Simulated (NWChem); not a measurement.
System: C$_{4}$H$_{5}$Cl; SMILES C=C/C=C/Cl

Here is an NWChem input.

```
start job
memory heap 200 mb stack 900 mb global 1100 mb
geometry units angstroms noautoz
  C      0.348410    -2.973634     0.000000
  C     -0.372962    -1.842740     0.000000
  C      0.209325    -0.508851     0.000000
  C     -0.533863     0.605301     0.000000
  Cl     0.149671     2.210224     0.000000
  H      1.435810    -2.956824     0.000000
  H     -0.124925    -3.950514     0.000000
  H     -1.461152    -1.900998     0.000000
  H      1.294700    -0.431111     0.000000
  H     -1.618406     0.607629     0.000000
end
basis spherical
  * library def2-svp
end
dft
  xc b3lyp
  grid xcoarse
  iterations 150
  mulliken
end
task dft gradient
```

Excerpt of the output:

```
             Northwest Computational Chemistry Package (NWChem) 7.3.0
             --------------------------------------------------------

 CS  symmetry detected

                             Geometry "geometry" -> ""
                             -------------------------

 Output coordinates in angstroms (scale by  1.889725989 to convert to a.u.)

  No.       Tag          Charge          X              Y              Z
 ---- ---------------- ---------- -------------- -------------- --------------
    1 C                    6.0000     0.34550264    -2.98756426     0.00000000
    2 C                    6.0000    -0.37456990    -1.85584241     0.00000000
    3 C                    6.0000     0.20924888    -0.52262313     0.00000000
    4 C                    6.0000    -0.53265887     0.59238179     0.00000000
    5 Cl                  17.0000     0.15271815     2.19651860     0.00000000
    6 H                    1.0000     1.43292123    -2.97200331     0.00000000
    7 H                    1.0000    -0.12895414    -3.96389993     0.00000000
    8 H                    1.0000    -1.46282610    -1.91285044     0.00000000
    9 H                    1.0000     1.29471245    -0.44612989     0.00000000
   10 H                    1.0000    -1.61719848     0.59595554     0.00000000

 Effective nuclear repulsion energy (a.u.)     183.2963608239

      Symmetry information
      --------------------

 Group name             Cs
 Group number              2
 Group order               2
 No. of unique centers    10

                                 NWChem DFT Module
                                 -----------------

 Summary of "ao basis" -> "ao basis" (spherical)
 ------------------------------------------------------------------------------
       Tag                 Description            Shells   Functions and Types
 ---------------- ------------------------------  ------  ---------------------
 C                          def2-svp                 6       14   3s2p1d
 Cl                         def2-svp                 8       18   4s3p1d
 H                          def2-svp                 3        5   2s1p

      Symmetry analysis of basis
      --------------------------

        a'         73
        a"         26

            General Information
            -------------------
          SCF calculation type: DFT
          Wavefunction type:  closed shell.
          No. of atoms     :    10
          No. of electrons :    46
           Alpha electrons :    23
            Beta electrons :    23
          Charge           :     0
          Spin multiplicity:     1
          Use of symmetry is: on ; symmetry adaption is: on
          Maximum number of iterations: 150
          AO basis - number of functions:    99
                     number of shells:    47
          Convergence on energy requested:  1.00D-06
          Convergence on density requested:  1.00D-05
          Convergence on gradient requested:  5.00D-04

              XC Information
              --------------
                         B3LYP Method XC Potential
                     Hartree-Fock (Exact) Exchange  0.200
                        Slater Exchange Functional  0.800 local
                    Becke 1988 Exchange Functional  0.720 non-local
              Lee-Yang-Parr Correlation Functional  0.810
                  VWN I RPA Correlation Functional  0.190 local

             Grid Information
             ----------------
          Grid used for XC integration:  xcoarse
          Radial quadrature: Mura-Knowles
          Angular quadrature: Lebedev.
          Tag              B.-S. Rad. Rad. Pts. Rad. Cut. Ang. Pts.
          ---              ---------- --------- --------- ---------
          C                   0.70       21          11.0       194
          Cl                  1.00       42          13.0       194
          H                   0.35       21          12.0       194
          Grid pruning is: on
          Number of quadrature shells:   231
          Spatial weights used:  Erf1

      Superposition of Atomic Density Guess
      -------------------------------------

 Sum of atomic energies:        -612.31915636

      Non-variational initial energy
      ------------------------------

 Total energy =    -615.074720
 1-e energy   =   -1202.696871
 2-e energy   =     404.325790
 HOMO         =      -0.256058
 LUMO         =      -0.031094

      Symmetry analysis of molecular orbitals - initial
      -------------------------------------------------

  Numbering of irreducible representations:

     1 a'          2 a"

  Orbital symmetries:

[...]

                         DFT ENERGY GRADIENTS

    atom               coordinates                        gradient
                 x          y          z           x          y          z
   1 C       0.652905  -5.645678   0.000000    0.001886  -0.001879   0.000000
   2 C      -0.707834  -3.507034   0.000000   -0.003633   0.001157   0.000000
   3 C       0.395423  -0.987615   0.000000    0.003254   0.000689   0.000000
   4 C      -1.006579   1.119439   0.000000   -0.005965  -0.006325   0.000000
   5 Cl      0.288595   4.150818   0.000000    0.000596   0.002093   0.000000
   6 H       2.707828  -5.616272   0.000000   -0.005504  -0.000623   0.000000
   7 H      -0.243688  -7.490685   0.000000    0.002886   0.004902   0.000000
   8 H      -2.764340  -3.614763   0.000000    0.005542   0.000474   0.000000
   9 H       2.446652  -0.843063   0.000000   -0.005456  -0.001064   0.000000
  10 H      -3.056062   1.126193   0.000000    0.006395   0.000576   0.000000
```

Level: B3LYP/def2-SVP. Coordinates come from a B3LYP/6-31G* (spherical d) optimisation.
